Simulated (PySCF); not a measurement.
PySCF job for B(vinyl)(OH)(NH2) (C2H6BNO), SMILES C=CB(N)O, B3LYP/pcSseg-1. The structure is a stationary point at r2SCAN-D4/def2-SVP. This is a generated structure with no PubChem entry under its InChIKey; it may be hypothetical. The values are those of a single conformer.

```python
import numpy as np
from pyscf import gto, scf, dft
from pyscf.prop.nmr import rks as nmr

mol = gto.M(
    atom='''
    B     0.20226315    0.41192379    0.17442692
    C    -0.64660606   -0.43343820   -0.83617731
    C    -0.83218112   -1.75651071   -0.70133933
    H    -1.11782848    0.06316103   -1.69780020
    H    -1.42680642   -2.34726038   -1.40843904
    H    -0.38402377   -2.29855167    0.13991589
    O     0.77819583   -0.25159289    1.23425888
    H     1.28502876    0.32218511    1.81919372
    N     0.35320447    1.80627355   -0.02166647
    H     0.88195361    2.42453520    0.58124460
    H    -0.07491430    2.28483338   -0.80355542
    ''',
    basis='pcSseg-1',
    charge=0,
    spin=0,
    max_memory=1600,
    verbose=3,
)
mf = dft.RKS(mol, xc='b3lyp')
mf.grids.level = 3
mf.conv_tol = 1e-10
mf.max_cycle = 100
mf.kernel()
n = nmr.NMR(mf)
n.verbose = 2
n.max_cycle_cphf = 60
sigma = n.kernel()
print('atom   isotropic/ppm   span/ppm')
for i, s in enumerate(sigma):
    w = np.linalg.eigvalsh((s + s.T) / 2)
    print(f'{mol.atom_symbol(i):2s}{i + 1:3d} {w.mean():14.3f} {w[2] - w[0]:11.3f}')
```

It prints:

```
converged SCF energy = -234.719960331848
atom   isotropic/ppm   span/ppm
B   1         71.311      50.987
C   2         37.732     247.623
C   3         35.763     255.181
H   4         25.585       6.286
H   5         25.298       6.411
H   6         24.882       7.636
O   7        237.111     135.878
H   8         28.815      14.833
N   9        190.066     100.516
H  10         29.487      13.438
H  11         29.014      13.650
```

The calculation finished and met its thresholds.
